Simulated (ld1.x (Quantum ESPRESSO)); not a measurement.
## Configuration tests for europium (Eu) (TM semilocal)

- Element: europium
- Generator: ld1.x (Quantum ESPRESSO) 7.5
- Type: norm-conserving Troullier–Martins (semilocal form)
- Functional: revPBE
- Relativity: scalar-relativistic
- Frozen core: [Xe]
- Valence charge: 9
- Reference configuration: 4f7 5d0 6s1 6p0 (charge +1)
- Partial waves: 6s (bound): rc 3.55 bohr; 5d (bound, empty): rc 2.50 bohr; 4f (bound): rc 1.05 bohr; 6p (bound, empty): rc 4.20 bohr
- Local potential: the p channel
- Core correction: Bessel-smoothed model core inside 0.75 bohr

Energies are relative to the spin-unpolarised reference configuration 4f7 5d0 6s1 6p0; without spin polarisation the order of configurations can differ from experiment. Not all tests gave a result: 1 of 7 tests not solved or not reliable. Left out of the table: 4f8 5d0 6s0 6p0 (solver errors, printed error -514 eV).

```csv
valence configuration,charge,ΔE all-electron (eV),error AE − PS (meV)
4f7 5d0 6s0 6p0,+2,11.115,-24
4f6 5d0 6s2 6p0,+1,3.568,-1143
4f7 5d0 6s1.5 6p0,+0.5,-3.572,-0.3
4f5 5d0 6s0 6p0,+4,78.158,-6471
```

Question: What are ΔE and the potential's error for 4f7 5d0 6s2 6p0?

Answer: ΔE = -5.937 eV all-electron; the error (AE − PS) is -1.5 meV.

Question: What are ΔE and the potential's error for 4f6 5d0 6s0 6p0?

Answer: ΔE = 35.450 eV all-electron; the error (AE − PS) is -1353 meV.

Levels in the configuration 4f7 5d0 6s2 6p0:

| level | all-electron (eV) | pseudo (eV) |
| --- | --- | --- |
| 4f | -2.693 | -2.739 |
| 6s | -3.575 | -3.572 |

These tests converged, but a pseudo level misses the all-electron one widely, so the file describes the atom poorly there or has found another state: 4f6 5d0 6s0 6p0: 4f by 3.0 eV; 4f6 5d0 6s2 6p0: 4f by 2.6 eV; 4f5 5d0 6s0 6p0: 4f by 7.5 eV.
